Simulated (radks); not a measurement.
Values are calculated unless marked as measured or tabulated.
How relativity changes the ionisation of neutral sulfur ([Ne] 3s2 3p4) to S+ ([Ne] 3s2 3p3). Spin-unpolarised spherical Kohn-Sham, PBE, point nucleus unless stated (finite: rms radius 3.2611 fm), a radial shooting solver on a logarithmic mesh with Libxc functionals. A level marked "c x" has the speed of light scaled by that factor and shares open shells by 2j + 1; other Dirac levels either fill j = l - 1/2 first or share by 2j + 1.

level                               E(S) (hartree)  E(S+) (hartree)  IE (eV)   HOMO  <r> HOMO (bohr)
non-rel.                                -397.91481       -397.48182   11.782     3p            2.072
scalar-rel.                             -399.04592       -398.61342   11.769     3p            2.072
scalar-rel., finite nucleus             -399.04554       -398.61304   11.769     3p            2.072
Dirac, 2j+1 shares                      -399.04688       -398.61438   11.769  3p3/2            2.075
Dirac, low j first                      -399.04893       -398.61801   11.726  3p3/2            2.076
Dirac, 2j+1 shares, finite nucleus      -399.04651       -398.61400   11.769  3p3/2            2.075
Dirac, c x 0.75                         -399.93802       -399.50589   11.759  3p3/2            2.078
Dirac, c x 0.85                         -399.48577       -399.05345   11.764  3p3/2            2.076
Dirac, c x 2                            -398.19641       -397.76353   11.779  3p3/2            2.072

NIST Atomic Spectra Database: 10.360 eV (measured). The relativistic part of the total energy of S is -1.132 hartree (Dirac, 2j+1 shares, finite nucleus), 0.28 % of the non-relativistic value. Spin polarisation and multiplet splitting of open shells are left out at every level.

Beside tabulated values, note that spin-unpolarised runs miss the spin-polarisation part of the exchange energy of open shells.
